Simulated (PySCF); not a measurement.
**Correlation energy of B (boron, neutral)**

[He] 2s2 2p1, 2P determinant. Calculation: PySCF 2.14, in aug-cc-pVDZ-DK (4s3p2d, 23 functions); the spin-free X2C one-electron Hamiltonian (Gaussian nucleus). Frozen: 1s2; 3 electrons correlated.

MP2 pair energies summed by pair of shells (mhartree):

```json
{"pair": "2s-2s", "energy": "-21.96", "share (%)": "59.2"}
{"pair": "2s-2p", "energy": "-15.12", "share (%)": "40.8"}
```

Total MP2 correlation energy: -37.07 mhartree.

Same-spin part -2.55 and opposite-spin part -34.53 mhartree; SCS-MP2 scales them by 1/3 and 6/5 to -42.28 mhartree.

```json
{"level": "CCSD", "correlation energy (mhartree)": "-59.62"}
{"level": "(T)", "correlation energy (mhartree)": "-0.91"}
{"level": "CCSD(T)", "correlation energy (mhartree)": "-60.53"}
```

Diagnostics: T1 = 0.014, D1 = 0.0268, largest double amplitude 0.076.

Cost of the coupled-cluster step: 0.17 s of wall time on 1 thread of Neoverse-V1 (shared host), for 3 correlated electrons.

Iterations:

```
CC2 = 0
CCSD nocc = (np.int64(2), np.int64(1)), nmo = (22, 22)
frozen orbitals [[0], [0]]
max_cycle = 100
direct = 0
conv_tol = 1e-08
conv_tol_normt = 1e-06
diis_space = 8
diis_start_cycle = 0
Init t2, MP2 energy = -0.0370727822883442
Init E_corr(UCCSD) = -0.037072782288545
cycle = 1  E_corr(UCCSD) = -0.0499328315654532  dE = -0.0128600493  norm(t1,t2) = 0.0636035
cycle = 2  E_corr(UCCSD) = -0.0549959224013587  dE = -0.00506309084  norm(t1,t2) = 0.0312263
cycle = 3  E_corr(UCCSD) = -0.0596340770891956  dE = -0.00463815469  norm(t1,t2) = 0.0166472
cycle = 4  E_corr(UCCSD) = -0.0595744094514062  dE = 5.96676378e-05  norm(t1,t2) = 0.00223825
cycle = 5  E_corr(UCCSD) = -0.0596335154462582  dE = -5.91059949e-05  norm(t1,t2) = 0.000359606
cycle = 6  E_corr(UCCSD) = -0.0596075997837923  dE = 2.59156625e-05  norm(t1,t2) = 9.33434e-05
cycle = 7  E_corr(UCCSD) = -0.0596152814286261  dE = -7.68164483e-06  norm(t1,t2) = 3.45793e-05
cycle = 8  E_corr(UCCSD) = -0.0596158133239135  dE = -5.31895287e-07  norm(t1,t2) = 6.52995e-06
cycle = 9  E_corr(UCCSD) = -0.059615300369052  dE = 5.12954862e-07  norm(t1,t2) = 1.78948e-06
cycle = 10  E_corr(UCCSD) = -0.0596154259859602  dE = -1.25616908e-07  norm(t1,t2) = 5.91763e-07
cycle = 11  E_corr(UCCSD) = -0.059615425456903  dE = 5.29057215e-10  norm(t1,t2) = 1.25763e-07
UCCSD converged
E(UCCSD) = -24.59691762767587  E_corr = -0.05961542545690296
UCCSD(T) correction = -0.000907901004912372
```
